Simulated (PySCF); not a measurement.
## BiOF: one-bond stretch

These are results of PBE0/[Bi def2-TZVP with ECP60, O def2-TZVP, F def2-TZVP], scalar-relativistic core potentials, density fitting, no spin–orbit coupling, PySCF, not measurements.

Rigid scan from the singlet minimum (Bi–F 2.021 Å, Bi–O 1.877 Å; F–Bi–O 101.3°). Coordinate: the bond from Bi to the last atom (F) scaled, the rest fixed. Energies in kJ/mol from the minimum.

Q: Predict the curve at 0.92, 0.96, 1.00, 1.05, 1.12, 1.20, 1.35, 1.55, 1.80, 2.20.

A: 
```json
{"scale of one bond": "0.92", "E (kJ/mol)": "32.6", "dipole size (D)": "4.74"}
{"scale of one bond": "0.96", "E (kJ/mol)": "7.0", "dipole size (D)": "4.88"}
{"scale of one bond": "1.00", "E (kJ/mol)": "0.0", "dipole size (D)": "5.06"}
{"scale of one bond": "1.05", "E (kJ/mol)": "8.2", "dipole size (D)": "5.34"}
{"scale of one bond": "1.12", "E (kJ/mol)": "37.9", "dipole size (D)": "5.79"}
{"scale of one bond": "1.20", "E (kJ/mol)": "83.7", "dipole size (D)": "6.36"}
{"scale of one bond": "1.35", "E (kJ/mol)": "174.6", "dipole size (D)": "7.45"}
{"scale of one bond": "1.55", "E (kJ/mol)": "277.9", "dipole size (D)": "–"}
{"scale of one bond": "1.80", "E (kJ/mol)": "369.1", "dipole size (D)": "–"}
{"scale of one bond": "2.20", "E (kJ/mol)": "450.8", "dipole size (D)": "–"}
```

At long bonds a restricted determinant can lie too high, and another spin state can fall below this curve.

Spin–orbit coupling, left out here, can matter for elements this heavy.
